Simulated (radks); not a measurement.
The numbers below are computed, except where a source is named.
Polarisability of neutral copper, [Ar] 3d10 4s1, at imaginary frequency. Level of theory: scalar-relativistic Kohn-Sham, LB94 model potential, spin-polarised, spherical densities, finite nucleus; open shells are filled with parallel spins first; Fermi nuclear charge, rms radius 3.8823 fm (a radial shooting solver on a logarithmic mesh with Libxc functionals). Response by self-consistent Sternheimer equations with the Hartree and adiabatic LDA kernel, the relativistic mass of each level held fixed and spin-orbit coupling left out.

| w (hartree) | alpha1(iw) (bohr^3) | alpha2(iw) (bohr^5) |
|---|---|---|
| 0.00266 | 29.19 | 208.4 |
| 0.0143 | 29.07 | 207.0 |
| 0.0360 | 28.38 | 200.7 |
| 0.0697 | 26.42 | 187.3 |
| 0.118 | 22.63 | 167.7 |
| 0.186 | 17.53 | 141.0 |
| 0.280 | 12.48 | 108.2 |
| 0.413 | 8.438 | 74.89 |
| 0.605 | 5.573 | 47.09 |
| 0.892 | 3.615 | 27.26 |
| 1.35 | 2.264 | 14.56 |
| 2.12 | 1.319 | 7.050 |
| 3.59 | 0.6671 | 2.943 |
| 6.94 | 0.2574 | 0.9411 |
| 17.5 | 0.05648 | 0.1703 |

Static values: alpha1 = 29.20 bohr^3 (4.327 angstrom^3; uncoupled 42.96), alpha2 = 208.4 bohr^5, alpha3 = 2738 bohr^7. C6 = 162.5, C8 = 6158, triple-dipole C9 = 3260 atomic units. One-pole (London) frequency 4 C6 / (3 alpha1^2) = 0.254 hartree, against 0.334 for minus the highest occupied eigenvalue. Recommended static value: 46.5 bohr^3 (Schwerdtfeger and Nagle, 2023 table).
